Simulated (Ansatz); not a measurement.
Start from `C[O][SnH]([F])[O]C` and change one element to get `C[O][SnH]([Cl])[O]C`.

Ansatz, PBE0-D4/def2-TZVP geometries, multiplicity 1. Each molecule was computed in one conformer, which needn't be the lowest.

Elements past krypton have def2 core potentials.

| property | `C[O][SnH]([F])[O]C` |
| --- | --- |
| LUMO energy (PBE/def2-TZVPP) / eV | -2.10 |
| LUMO energy (B3LYP/def2-TZVPP) / eV | -1.44 |
| HOMO–LUMO gap (B3LYP/def2-TZVPP) / eV | 6.42 |
| size of the dipole moment (ωB97M-V/def2-TZVPP) / D | 1.38 |
| size of the dipole moment (PBE/def2-TZVPP) / D | 1.28 |
| HOMO–LUMO gap (ωB97M-V/def2-TZVPP) / eV | 11.44 |

Q: What does the change do to each property? (An estimate is asked.)

A: Computed: 
```tsv
property	`C[O][SnH]([Cl])[O]C`	shift
LUMO energy (PBE/def2-TZVPP) / eV	-2.19	-0.09
LUMO energy (B3LYP/def2-TZVPP) / eV	-1.54	-0.10
HOMO–LUMO gap (B3LYP/def2-TZVPP) / eV	6.28	-0.14
size of the dipole moment (ωB97M-V/def2-TZVPP) / D	1.09	-0.29
size of the dipole moment (PBE/def2-TZVPP) / D	1.02	-0.26
HOMO–LUMO gap (ωB97M-V/def2-TZVPP) / eV	11.28	-0.16
```

Dipoles are sizes alone; their direction can turn.

B3LYP here is the variant with VWN-RPA as its local correlation; programs differ in this.
